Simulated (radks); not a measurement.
Results of a calculation; reference values are marked as such.
Species: Ti4+. Configuration: [Ar] (the NIST ground configuration). Level of theory: scalar-relativistic Kohn-Sham, BP86, spin-polarised, spherical densities, finite nucleus; Fermi nuclear charge, rms radius 3.5921 fm (a radial shooting solver on a logarithmic mesh with Libxc functionals).

Radial electron density D(r) = 4 pi r^2 rho(r):

```
   r/bohr * D(r) (the largest magnitude, 28, reaches the edge; | marks zero)
  0.00229 |*
 0.002582 |*
 0.002911 |*
 0.003283 | *
 0.003672 | *
  0.00414 |  *
 0.004668 |  *
 0.005263 |   *
 0.005934 |    *
  0.00669 |     *
 0.007483 |      *
 0.008437 |        *
 0.009513 |          *
  0.01073 |            *
  0.01209 |               *
  0.01363 |                  *
  0.01525 |                     *
   0.0172 |                        *
  0.01939 |                            *
  0.02186 |                                *
  0.02465 |                                    *
  0.02779 |                                        *
  0.03133 |                                            *
  0.03505 |                                               *
  0.03951 |                                                 *
  0.04455 |                                                  *
  0.05023 |                                                  *
  0.05664 |                                                 *
  0.06386 |                                               *
  0.07142 |                                             *
  0.08053 |                                          *
   0.0908 |                                       *
   0.1024 |                                      *
   0.1154 |                                      *
   0.1301 |                                        *
   0.1456 |                                           *
   0.1641 |                                               *
   0.1851 |                                                   *
   0.2086 |                                                      *
   0.2352 |                                                      *
   0.2652 |                                                   *
   0.2967 |                                              *
   0.3345 |                                      *
   0.3771 |                              *
   0.4252 |                      *
   0.4794 |                *
   0.5406 |              *
   0.6095 |              *
   0.6817 |                *
   0.7686 |                 *
   0.8667 |                  *
   0.9771 |                 *
    1.102 |              *
    1.242 |          *
    1.389 |       *
    1.567 |    *
    1.766 | *
    1.991 |*
    2.245 *
    2.532 *
    2.832 *
    3.193 *
      3.6 *
    4.059 *
```

D(r) has 3 maxima, at r = 0.0479, 0.224, 0.853 bohr, and minima at 0.108, 0.567 bohr, inside which lie 2.13, 10.35 electrons.
